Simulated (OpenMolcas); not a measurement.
Co4+ among 4 point charges of -1.25 e arranged as a square (D4h), 2.13 Å from the ion.

```
Program             : OpenMolcas 26.06
Method              : CASSCF
Basis               : ANO-RCC-VDZP [5s4p2d1f]
Scalar Hamiltonian  : DKH2, point nucleus
Active space        : 5 electrons in 5 orbitals (3d)
State averaging     : 2S+1 = 6 even, 1 root; 2S+1 = 4 even, 24 roots; 2S+1 = 2 even, 75 roots
Spin-orbit coupling : state interaction with AMFI integrals over the reference wave functions
```

(1) What is the spin-free ground state (labels of D4, the rotations of D4h)?

(2) What are the lowest two levels with spin-orbit coupling?

(3) What is χT at 300 K, and how does it compare with the textbook value?

## Answers

(1) 6A1, 1-fold in its orbital part, 100 % from free-ion S terms; it has the highest spin that d5 allows.

(2) A 2-fold level E1/2 with g = 2.00, 6.01, 6.01, then a 2-fold level E3/2 0.1 cm-1 above it. Their leading multiplicities are 6 (100 %) and 6 (100 %).

(3) The lowest level has 2S+1 = 6, for which the spin-only value is χT = S(S+1) / 2 = 4.375 cm3 K/mol (g = 2). The computed 4.385 at 300 K differs by +0.010, little more than the free-electron g of 2.0023 accounts for.

Without dynamic correlation the repulsion within the d shell is too large (B by tens of per cent), so at a given field states of lower spin stand too high. Point charges give a weaker field than real ligands, and real ions of this kind are often low spin; the high spin found here belongs to the model. This is an electrostatic model: the charges have no orbitals. No measured value stands beside these numbers.
